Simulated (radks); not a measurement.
Values are calculated unless marked as measured or tabulated.
Excited configurations of He+: one electron is placed in a higher orbital outside the bare nucleus. The ground configuration is 1s1. Level of theory: non-relativistic Kohn-Sham, PBE, spin-polarised, spherical densities, point nucleus; open shells are filled with parallel spins first (a radial shooting solver on a logarithmic mesh with Libxc functionals). Excitation = E - E(ground); binding = E(ion) - E, where the ion is the core of charge +2; n* = 2/sqrt(2 binding) in atomic units, and the quantum defect is n - n*.

outer orbital  excitation (eV)  binding (eV)     n*  eigenvalue (eV)  <r> (bohr)
2s                      40.139        14.114  1.964          -11.217       2.908
3s                      47.806         6.448  2.905           -5.208       6.456
3p                      47.862         6.391  2.918           -5.039       6.025
3d                      48.062         6.191  2.965           -4.547       5.176
4s                      50.547         3.706  3.832           -3.032       11.39
4p                      50.557         3.696  3.837           -2.986       10.94
4d                      50.598         3.655  3.859           -2.867       10.07
5s                      51.839         2.414  4.748           -1.995       17.71
5p                      51.840         2.413  4.749           -1.980       17.24
5d                      51.851         2.402  4.760           -1.938       16.35
6d                      52.554         1.700  5.659           -1.396       23.99
7s                      52.987         1.266  6.557           -1.064       34.50

The Delta-SCF ionisation energy is 54.253 eV (NIST Atomic Spectra Database: 54.418 eV, theoretical). Self-interaction in the functional shifts the binding energies and quantum defects, so they are the method's values and not measured ones.
